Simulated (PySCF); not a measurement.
Problem. Give a PBE0-D3(BJ)/def2-TZVP geometry of 1-isocyanato-1-silacyclopent-3-ene (`C1=CC[SiH](C1)N=C=O`).

Solution. 
```xyz
15
C5H7NOSi angstrom
O      4.0545    0.1152   -0.7612
C      3.0564    0.1049   -0.1578
N      2.0559    0.0956    0.4898
Si     0.4123    0.0599    0.9830
C     -0.6028    1.3887    0.1256
C     -1.4114    0.5748   -0.8488
C     -1.3632   -0.7559   -0.7853
C     -0.5000   -1.4140    0.2575
H      0.4207    0.1307    2.4638
H     -1.2479    1.9293    0.8275
H      0.0099    2.1442   -0.3747
H     -2.0272    1.0772   -1.5894
H     -1.9391   -1.3695   -1.4723
H      0.1702   -2.1628   -0.1748
H     -1.1040   -1.9366    1.0076
```

Any rigid rotation of these coordinates is as good. Atoms count from 1 in this order. Si4 (SiH silicon) has angles from 96.7° to 115.2°. The C–C distances run from 1.333 Å (C6=C7, drawn double) to 1.505 Å (C7–C8, drawn single), a spread of 0.172 Å. The 5-membered ring Si4–C5–C6–C7–C8 has internal angles of 96.7° to 119.4°; it is slightly puckered (a soft mode that the optimisation may not have finished), 0.06 Å rms from its mean plane, widest ring torsion 10°.

Bonds between heavy atoms (Å): O1=C2 1.166, C2=N3 1.192, N3–Si4 1.716, Si4–C5 1.879, C5–C6 1.505, C6=C7 1.333, C7–C8 1.505, Si4–C8 1.879.

Level of theory: PySCF, PBE0-D3(BJ)/def2-TZVP geometry optimisation, gas phase.

Point group: Cs (tolerance 0.08 Å). Whether it is a minimum is left open (no frequencies). The numbers are those of one conformer (C2–N3–Si4–C5 -53°, N3–Si4–C5–C6 107°, Si4–C5–C6–C7 7°, C6–C7–C8–Si4 -7°, N3–Si4–C8–C7 -107°).
